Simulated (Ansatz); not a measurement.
Ideal-gas functions of `[SiH3][SiH2]Br` at 500 K and 1 bar, from an Ansatz frequency run at PBE0-D4/def2-TZVP.

Molar mass 141.12 g/mol, point group Cs (symmetry number 1), electronic degeneracy 1, moments of inertia 54.211, 335.418, 377.798 u Å². Harmonic wavenumbers (cm⁻¹, unscaled): 98, 104, 349, 379, 460, 511, 573, 687, 779, 870, 930, 933, 942, 2216, 2227, 2234, 2234, 2244.

Use S(trans) = R[1.5 ln M + 2.5 ln T − 1.1517]; rotational temperatures θ = 24.2544 K / I; S(rot) = R[ln(√π/σ · √(T³/θAθBθC)) + 1.5]; for each mode x = 1.438777 ν̃/T, S = R[x/(eˣ − 1) − ln(1 − e⁻ˣ)] and H = RT x/(eˣ − 1); 1 cm⁻¹ = 0.0119627 kJ/mol; R = 8.31446 J/(mol·K).

Q: By hand: the entropy, in J/(mol·K).

A: Translation 181.3. Rotation: θ = 0.4474, 0.0723, 0.0642 K, giving 120.4. Vibration, mode by mode: 18.87, 18.38, 8.62, 7.99, 6.56, 5.82, 5.04, 3.88, 3.15, 2.56, 2.24, 2.22, 2.18, 0.10, 0.10, 0.10, 0.10, 0.10, in all 88.0. Electronic 0.0. Sum 389.7 J/(mol·K).

Q: By hand: H − E and G − E in kJ/mol, counted from the electronic energy.

A: Zero-point energy ½ × 18770 × 0.0119627 = 112.3; thermal vibration 23.3; translation, rotation and pV give 4 RT = 16.6. H − E = 152.2 kJ/mol, and G − E = 152.2 − 500 × 389.7/1000 = -42.7 kJ/mol.

Vibration gives 23 % of the entropy, 37.2 J/(mol·K) of it from the modes under 150 cm⁻¹: soft modes count most, and the harmonic formula is weakest for them.
